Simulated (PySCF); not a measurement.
## B+ (boron, charge +1) across methods

[He] 2s1 3d1, high-spin 3D determinant (an excited configuration). All numbers are calculated (PySCF 2.14, no relativity, point nucleus, in dyall-acv3z (15s9p4d2f, 76 functions)).

| method | E (hartree) | mean ε 1s β (eV) | mean ε 2s α (eV) | mean ε 3d α (eV) | Σ⟨r²⟩ (bohr²) | ⟨S²⟩ |
| --- | --- | --- | --- | --- | --- | --- |
| wB97X-V | -23.6768 | -212.62 | -29.840 | -6.521 | 26.36 | 2.000 |
| B97-3 | -23.6878 | -211.92 | -27.463 | -5.530 | 26.77 | 2.000 |
| LDA | -23.3924 | -201.67 | -25.843 | -4.937 | 26.25 | 2.000 |
| r2SCAN | -23.6738 | -206.94 | -26.386 | -4.987 | 26.70 | 2.000 |
| PBE | -23.6511 | -203.63 | -26.036 | -5.113 | 26.17 | 2.000 |
| LC-wPBE | -23.6408 | -209.76 | -30.529 | -6.642 | 26.45 | 2.000 |
| UHF | -23.60377 | -232.20 | -31.331 | -6.203 | 27.74 | 2.000 |
| PBEsol | -23.5239 | -202.53 | -25.872 | -5.021 | 26.26 | 2.000 |
| PBE0 | -23.6541 | -210.98 | -27.465 | -5.459 | 26.57 | 2.000 |

The outer electron is Rydberg-like, and this basis confines it to a smaller radius and binds it less than a complete one would.
